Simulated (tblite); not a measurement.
HSn (SMILES [SnH]), doublet, geometry from GFN2-xTB (such geometries of metal compounds can be far from the true shape); GFN1-xTB (tblite 0.6.0).

The tblite input:
```
$ tblite run mol.xyz --method gfn1 --charge 0 --spin 1 --etemp 2000 --json tblite.json --no-restart

# file mol.xyz
2

Sn    -0.00000000    -0.00000000    -0.03544185
H      0.00000000     0.00000000     1.77209231
```

**Question.** Write the output that tblite gives for this input, abridged.

**Answer.** 
```
xTB calculator
 | screened Coulomb repulsion
 | Coulomb electrostatics
 |  * isotropic Klopman-Ohno-Mataga-Nishimoto electrostatics
 |  * onsite third-order electrostatics
 | DFT-D3(BJ) dispersion correction

halogen bonding energy    0.0000000000000E+00 Eh
repulsion energy          1.4406420641262E-03 Eh
dispersion energy        -1.7008458559889E-04 Eh
number of electrons       5.0000000000000E+00 e
integral cutoff           2.8182813135037E+01 bohr

------------------------------------------------------------
  cycle        total energy    energy error   density error
------------------------------------------------------------
      1     -2.945337007522  -2.9466076E+00   1.3991563E-01
      2     -2.948314927015  -2.9779195E-03   4.1470370E-02
      3     -2.948508117232  -1.9319022E-04   6.3739193E-03
      4     -2.948508769181  -6.5194857E-07   2.8820536E-04
      5     -2.948508770002  -8.2095486E-10   8.8269745E-06
------------------------------------------------------------

electronic energy        -2.9497793274801E+00 Eh
total energy             -2.9485087700016E+00 Eh

Post processing:
 | Mayer-Wiberg bond orders

[Info] JSON dump of results written to 'tblite.json'
```
